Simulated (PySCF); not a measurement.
**Br (bromine, neutral) across methods**

[Ar] 3d10 4s2 4p5, 2P determinant. Calculation: PySCF 2.14, in aug-cc-pVTZ-DK (7s6p4d2f, 59 functions); scalar relativity by spin-free X2C-1e. The B2PLYP total includes its PT2 part (frozen core); its orbital energies are those of the SCF part.

| method | E (hartree) | mean ε 4s β (eV) | mean ε 4p α (eV) | mean ε 4p β (eV) | Σ⟨r²⟩ (bohr²) | ⟨S²⟩ |
| --- | --- | --- | --- | --- | --- | --- |
| PBE | -2605.865 | -19.610 | -8.228 | -7.432 | 40.20 | 0.752 |
| wB97X | -2606.281 | -24.380 | -12.007 | -11.151 | 40.00 | 0.753 |
| r2SCAN | -2606.192 | -20.080 | -8.638 | -7.756 | 39.83 | 0.755 |
| BHandHLYP | -2606.197 | -23.483 | -10.822 | -9.937 | 40.04 | 0.754 |
| M06 | -2606.223 | -21.507 | -9.477 | -8.613 | 39.76 | 0.753 |
| UHF | -2604.41263 | -26.370 | -12.970 | -11.780 | 40.11 | 0.759 |
| B2PLYP | -2605.779 | -23.442 | -10.809 | -9.868 | 40.13 | 0.754 |
| LDA | -2602.478 | -19.899 | -8.334 | -7.565 | 40.17 | 0.751 |
| PBE0 | -2605.922 | -21.570 | -9.624 | -8.749 | 39.95 | 0.753 |
